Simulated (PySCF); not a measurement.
## Simulated absorption spectrum

C2H6OSSi.
SMILES: `[SiH3]O[C@H]1CS1`

Method: PySCF, TDDFT PBE0/def2-SVPD, vertical, gas phase, core orbitals frozen in the response. Geometry: GFN2-xTB, one conformer, isolated molecule. Torsions of this conformer, `[SiH3:1][O:2][C@H:3]1[CH2:4][S:5]1`: Si1–O2–C3–C4 -141°.

Each state is given a Gaussian of 0.5 eV full width at half maximum, with ε(max) = 2.175×10⁸ f / Δν̃ (Δν̃ the width in cm⁻¹). The width is an assumption, not a result. The curve ends short of the highest state used, and states not computed would add to its high-energy end.

```json
{"λ (nm)": "197.7", "ε (L mol⁻¹ cm⁻¹)": "1504"}
{"λ (nm)": "199.4", "ε (L mol⁻¹ cm⁻¹)": "1461"}
{"λ (nm)": "201.1", "ε (L mol⁻¹ cm⁻¹)": "1435"}
{"λ (nm)": "202.8", "ε (L mol⁻¹ cm⁻¹)": "1421"}
{"λ (nm)": "204.5", "ε (L mol⁻¹ cm⁻¹)": "1413"}
{"λ (nm)": "206.2", "ε (L mol⁻¹ cm⁻¹)": "1402"}
{"λ (nm)": "207.9", "ε (L mol⁻¹ cm⁻¹)": "1380"}
{"λ (nm)": "209.6", "ε (L mol⁻¹ cm⁻¹)": "1336"}
{"λ (nm)": "211.3", "ε (L mol⁻¹ cm⁻¹)": "1266"}
{"λ (nm)": "213.0", "ε (L mol⁻¹ cm⁻¹)": "1165"}
{"λ (nm)": "214.7", "ε (L mol⁻¹ cm⁻¹)": "1039"}
{"λ (nm)": "216.4", "ε (L mol⁻¹ cm⁻¹)": "896"}
{"λ (nm)": "218.1", "ε (L mol⁻¹ cm⁻¹)": "745"}
{"λ (nm)": "219.8", "ε (L mol⁻¹ cm⁻¹)": "598"}
{"λ (nm)": "221.5", "ε (L mol⁻¹ cm⁻¹)": "464"}
{"λ (nm)": "223.2", "ε (L mol⁻¹ cm⁻¹)": "348"}
{"λ (nm)": "224.9", "ε (L mol⁻¹ cm⁻¹)": "254"}
{"λ (nm)": "226.6", "ε (L mol⁻¹ cm⁻¹)": "180"}
{"λ (nm)": "228.3", "ε (L mol⁻¹ cm⁻¹)": "126"}
{"λ (nm)": "230.0", "ε (L mol⁻¹ cm⁻¹)": "88"}
{"λ (nm)": "231.7", "ε (L mol⁻¹ cm⁻¹)": "64"}
{"λ (nm)": "233.3", "ε (L mol⁻¹ cm⁻¹)": "50"}
{"λ (nm)": "235.0", "ε (L mol⁻¹ cm⁻¹)": "42"}
{"λ (nm)": "236.7", "ε (L mol⁻¹ cm⁻¹)": "39"}
{"λ (nm)": "238.4", "ε (L mol⁻¹ cm⁻¹)": "39"}
{"λ (nm)": "240.1", "ε (L mol⁻¹ cm⁻¹)": "41"}
{"λ (nm)": "241.8", "ε (L mol⁻¹ cm⁻¹)": "43"}
{"λ (nm)": "243.5", "ε (L mol⁻¹ cm⁻¹)": "46"}
{"λ (nm)": "245.2", "ε (L mol⁻¹ cm⁻¹)": "47"}
{"λ (nm)": "246.9", "ε (L mol⁻¹ cm⁻¹)": "48"}
{"λ (nm)": "248.6", "ε (L mol⁻¹ cm⁻¹)": "48"}
{"λ (nm)": "250.3", "ε (L mol⁻¹ cm⁻¹)": "46"}
{"λ (nm)": "252.0", "ε (L mol⁻¹ cm⁻¹)": "44"}
{"λ (nm)": "253.7", "ε (L mol⁻¹ cm⁻¹)": "41"}
{"λ (nm)": "255.4", "ε (L mol⁻¹ cm⁻¹)": "37"}
{"λ (nm)": "257.1", "ε (L mol⁻¹ cm⁻¹)": "32"}
{"λ (nm)": "258.8", "ε (L mol⁻¹ cm⁻¹)": "28"}
{"λ (nm)": "260.5", "ε (L mol⁻¹ cm⁻¹)": "24"}
{"λ (nm)": "262.2", "ε (L mol⁻¹ cm⁻¹)": "20"}
{"λ (nm)": "263.9", "ε (L mol⁻¹ cm⁻¹)": "16"}
{"λ (nm)": "265.6", "ε (L mol⁻¹ cm⁻¹)": "13"}
{"λ (nm)": "267.3", "ε (L mol⁻¹ cm⁻¹)": "10"}
{"λ (nm)": "269.0", "ε (L mol⁻¹ cm⁻¹)": "8"}
{"λ (nm)": "270.7", "ε (L mol⁻¹ cm⁻¹)": "6"}
{"λ (nm)": "272.4", "ε (L mol⁻¹ cm⁻¹)": "5"}
{"λ (nm)": "274.1", "ε (L mol⁻¹ cm⁻¹)": "3"}
{"λ (nm)": "275.8", "ε (L mol⁻¹ cm⁻¹)": "3"}
{"λ (nm)": "277.5", "ε (L mol⁻¹ cm⁻¹)": "2"}
{"λ (nm)": "279.2", "ε (L mol⁻¹ cm⁻¹)": "1"}
{"λ (nm)": "280.9", "ε (L mol⁻¹ cm⁻¹)": "1"}
{"λ (nm)": "282.5", "ε (L mol⁻¹ cm⁻¹)": "1"}
{"λ (nm)": "284.2", "ε (L mol⁻¹ cm⁻¹)": "0"}
{"λ (nm)": "285.9", "ε (L mol⁻¹ cm⁻¹)": "0"}
{"λ (nm)": "287.6", "ε (L mol⁻¹ cm⁻¹)": "0"}
{"λ (nm)": "289.3", "ε (L mol⁻¹ cm⁻¹)": "0"}
{"λ (nm)": "291.0", "ε (L mol⁻¹ cm⁻¹)": "0"}
```

**Question.** Where are the band maxima, and which computed states make them?

**Answer.** 247 nm (5.02 eV), ε about 48, made up of S1 (99%) (ε in L mol⁻¹ cm⁻¹; maxima over ε = 5, shares over 10%). At its high-energy end, 6.27 eV, the curve is still rising (ε about 1500, from S2, S3 and S4). The states used: S1 5.01 eV (f 0.0009); S2 5.88 eV (f 0.020); S3 6.26 eV (f 0.018); S4 6.61 eV (f 0.020); S5 6.82 eV (f 0.024); S6 6.87 eV (f 0.025).

**Question.** Coming from long wavelengths, where does ε first pass 100 L mol⁻¹ cm⁻¹?

**Answer.** At about 229 nm (5.41 eV), 0.40 eV above S1.

**Question.** What would ε be at 5.02 eV, the highest of these maxima, with half the width (0.25 eV)?

**Answer.** About 95.6 L mol⁻¹ cm⁻¹ against 48.3, a factor of about 1.98; a lone state at its own centre would give exactly 2.

**Question.** On this curve, what absorbance would a 10⁻⁴ mol/L sample give at 254 nm over a 1 cm path?

**Answer.** 254 nm is 4.881 eV, where ε is about 40 L mol⁻¹ cm⁻¹, so A = ε c l ≈ 0.004 (Beer–Lambert, with the gas-phase spectrum and the assumed width).
